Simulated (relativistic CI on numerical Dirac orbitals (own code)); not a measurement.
# As X: q coefficients and field-shift factors

Calculated at this level of theory: Dirac-Coulomb-Breit CI, separate exchange-only KLI orbitals for each configuration, derivatives by finite differences, unscaled Slater integrals, QED left out (own radial code, finite nucleus).

Configurations in the expansion (outside the closed core [Ne]): 3s2 3p6 3d6, 3s2 3p5 3d7, 3s2 3p4 3d8, 3s 3p6 3d7, 3s2 3p6 3d5 4s, 3s2 3p6 3d5 4p, 3p6 3d8, 3s2 3p6 3d4 4s2. Levels of other configurations are missing.

With x = (α/α₀)² − 1 an excitation energy changes as ω = ω₀ + qx; K = 2q/ω₀ is the relative enhancement. Terms are leading LS components, so labels can repeat. The field-shift factor is F = δν/δ⟨r²⟩ for the transition from the lowest level.

Lowest level 3s2 3p6 3d6 5D_4.

```csv
Level,ω₀ (cm⁻¹),q (cm⁻¹),F (GHz/fm²)
3s2 3p6 3d6 5D_3,3141.5,3375,0.0161
3s2 3p6 3d6 5D_2,4981.0,4795,0.0232
3s2 3p6 3d6 5D_1,6178.8,5885,0.0285
3s2 3p6 3d6 5D_0,6749.2,6364,0.0309
3s2 3p6 3d6 3P_2,40186.7,18.02,0.0138
3s2 3p6 3d6 3F_4,45890.1,-2022,0.0371
3s2 3p6 3d6 3H_6,46954.3,1066,0.0623
3s2 3p6 3d6 3H_5,47990.7,1301,0.063
3s2 3p6 3d6 3P_1,49007.7,9107,0.0569
3s2 3p6 3d6 3F_3,49289.9,2783,0.0525
3s2 3p6 3d6 3H_4,50282.0,4665,0.0731
3s2 3p6 3d6 3F_2,50370.4,3757,0.0551
3s2 3p6 3d6 3P_0,50938.6,8556,0.0601
```

At this charge energies of transitions that change n are usually good to better than 1 %, and those within a shell (Δn = 0) to a few per cent. Terms inside the open d or f shell come out 10 to 20 % too wide with unscaled integrals.

Problem. Which transition from the lowest level has the largest |K|?

Solution. 3s2 3p6 3d6 5D_3 at 3141.5 cm⁻¹, K = 2.15.
